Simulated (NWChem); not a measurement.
Molecule: ZnIF; SMILES [F][Zn][I]

```xyz
3

Zn     0.0000     0.0000     1.2175
F      0.0000     0.0000     2.9598
I      0.0000     0.0000    -1.1917
```
Atoms are numbered in this order, from 1.

Results from NWChem. Coordinates come from a PBE0/def2-SVP optimisation. def2 effective core potentials on I; no spin-orbit coupling.

For level B3LYP/def2-SVP (core potentials):

| Item | Value |
|---|---|
| highest occupied level (eV) | -7.68 |
| orbital gap (eV) | 5.66 |
| dipole (D) | 1.01 |

Task: How do the values read with level B3LYP/STO-3G (all-electron, non-relativistic) instead?

Result: 
| Property | Result |
|---|---|
| highest occupied level (eV) | -0.08 |
| orbital gap (eV) | 1.96 |
| dipole (D) | 2.20 |
